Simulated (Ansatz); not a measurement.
`FC(F)(Br)C(F)(F)Br` → `FC(F)(Br)Br` + `F[C]F`  (formal loss of a carbene)

Calculated with Ansatz (gas phase, PBE0-D4/def2-TZVP geometries, no zero-point term in ΔE). CBS: MP2 limit from def2 TZ/QZ plus the TZ coupled-cluster correction, frozen cores. This one scheme is used for every species. Functionals use def2-TZVPP. B3LYP here is the variant with VWN-RPA as its local correlation; programs differ in this. For Br outer-core shells are correlated without core-valence functions, which leaves a few kJ/mol of doubt a bond. Scalar relativity is left out up to krypton. One conformer a species, not always the lowest.

`FC(F)(Br)C(F)(F)Br`:

Z-matrix (Å, degrees):
```
C
F 1 1.328
Br 1 1.928 2 110.1
F 1 1.333 2 108.3 3 -119.4
C 1 1.555 2 109.4 3 123.7
Br 5 1.928 1 112.2 2 -57.8
F 5 1.328 1 109.4 2 179.7
F 5 1.333 1 107.5 2 62.3
```

`FC(F)(Br)Br`:

Cartesian coordinates in Å:
```
F -0.533 -0.358 -1.244
C -0.116 -0.024 -0.032
F -1.169 0.009 0.771
Br 1.129 -1.359 0.604
Br 0.689 1.732 -0.098
```

`F[C]F`:

```xyz
3

F     0.833    0.620    0.211
C    -0.419    0.303    0.104
F    -0.414   -0.923   -0.315
```

(1) Is it downhill or uphill in electronic energy at CCSD(T)/CBS, and by how much? (Best estimate.)

(2) What do these levels give: revPBE-D4, B97M-V, PBE0-D4, B3LYP-D4, r2SCAN0-D4, BLYP, r2SCAN, B3LYP, CCSD/def2-SVP, SCS-MP2/def2-TZVPP, MP2/def2-QZVPP, HF/CBS(def2)? (An estimate is asked.)

Largest T1 diagnostic among the species: 0.017.

## Answers

(1) The calculation gave: Uphill: ΔE = +58.4 kcal/mol.

(2) The calculation gave: revPBE-D4 56.7, B97M-V 58.2, PBE0-D4 62.0, B3LYP-D4 56.5, r2SCAN0-D4 63.4, BLYP 47.4, r2SCAN 61.0, B3LYP 52.5, CCSD/def2-SVP 59.2, SCS-MP2/def2-TZVPP 58.5, MP2/def2-QZVPP 62.4, HF/CBS(def2) 48.1 kcal/mol.

Leaving LDA and LC-ωPBE aside and taking each functional with its dispersion term where it has one, the values, not all of them listed here, spread over 10.6 kcal/mol, from BLYP-D4 to r2SCAN0-D4. LDA lies +15.5 kcal/mol from PBE without D4. From PBE to PBE0 (25 % exact exchange), in def2-TZVPP and without D4, ΔE moves by +3.6 kcal/mol.
